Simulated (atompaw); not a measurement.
**Cutoff test, Zr (Z = 40), PAW (atompaw)**

```
Element                 : zirconium
Generator               : atompaw 4.2.0.5
Type                    : PAW
Functional              : LDA (PW92)
Relativity              : scalar-relativistic
Frozen core             : [Ar] 3d10
Valence charge          : 12
Reference configuration : 4s2 4p6 4d2 5s1 5p0 (charge +1)
Partial waves           : 4s (bound): rc 1.75 bohr; 5s (bound): rc 2.75 bohr; 4p (bound): rc 2.30 bohr; 5p (bound, empty): rc 2.20 bohr; 4d (bound): rc 2.75 bohr; 4d channel at 2.9 Ry: rc 2.75 bohr
Local potential         : troulliermartins scheme with l = 3 at 1 Ry, radius 2.60 bohr
Core correction         : smooth core density matched at 1.45 bohr
Augmentation charge     : sinc compensation charge, radius 2.65 bohr; PAW radius 2.75 bohr; waves and projectors: custom polynom2 7 10 vanderbiltortho
```

The pseudo-atom Hamiltonian at the reference potential is diagonalised in spherical Bessel functions j_l(qr) that vanish at 20 bohr, with q² up to the cutoff. All-electron valence levels (Ry): 4s -4.5036, 5s -0.7509, 4p -2.8853, 5p -0.4729, 4d -0.7486.

Task: How do the lowest levels (Ry) of each channel move with the cutoff, and are there ghosts?

Result:

| cutoff (Ry) | s #1 | s #2 | p #1 | p #2 | d #1 | f #1 | Σ f·Δε (mRy) |
| --- | --- | --- | --- | --- | --- | --- | --- |
| 8 | -4.4112 | -0.7502 | -2.8595 | -0.4653 | -0.6988 | -0.0700 | 439.7 |
| 12 | -4.4956 | -0.7507 | -2.8814 | -0.4726 | -0.7379 | -0.0702 | 60.7 |
| 21 | -4.5035 | -0.7509 | -2.8848 | -0.4728 | -0.7454 | -0.0703 | 9.3 |
| 30 | -4.5035 | -0.7509 | -2.8852 | -0.4729 | -0.7476 | -0.0703 | 2.6 |
| 45 | -4.5035 | -0.7509 | -2.8852 | -0.4729 | -0.7483 | -0.0703 | 0.8 |
| 55 | -4.5035 | -0.7509 | -2.8852 | -0.4729 | -0.7485 | -0.0703 | 0.5 |
| 400 | -4.5035 | -0.7509 | -2.8853 | -0.4729 | -0.7486 | -0.0703 | 0.0 |

Result: no extra level below or beside the all-electron valence levels (s, p, d, f tested); 10 mRy is reached at 21 Ry and 1 mRy at 45 Ry.
